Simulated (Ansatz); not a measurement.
Stepwise reaction of `B[Si](C)(C)C` with hydrogen, as a gas-phase model of exchange steps in deposition or etching. ΔE in kJ/mol.

Gas-phase electronic energies from Ansatz, PBE0-D4/def2-TZVP geometries. CCSD(T)/CBS adds triple-zeta CCSD(T) − MP2 to the extrapolated MP2 energy (def2 sets, frozen cores). This one scheme is used for every species. Functionals use def2-TZVPP. B3LYP here is the variant with VWN-RPA as its local correlation; programs differ in this.

```csv
step,reaction,PBE-D4,B3LYP-D4,ωB97M-V,CCSD(T)/CBS
1,`B[Si](C)(C)C` + H₂ → `B[SiH](C)C` + CH₄,-26.8,-30.9,-28.0,-27.0
2,`B[SiH](C)C` + H₂ → `B[SiH2]C` + CH₄,-26.9,-31.9,-28.8,-28.3
```

(1) By hand: ΔE of the 2 steps together at CCSD(T)/CBS.

Results:

(1) (-27.0) + (-28.3) = -55.3 kJ/mol, or -27.6 kJ/mol a step.

In ΔE the steps differ by no more than 1.3 kJ/mol. All are downhill at CCSD(T)/CBS. PBE-D4 differs from CCSD(T)/CBS by 0.2 to 1.4 kJ/mol a step. Isolated molecules leave out the surface, adducts and barriers. Largest T1 diagnostic: 0.011.
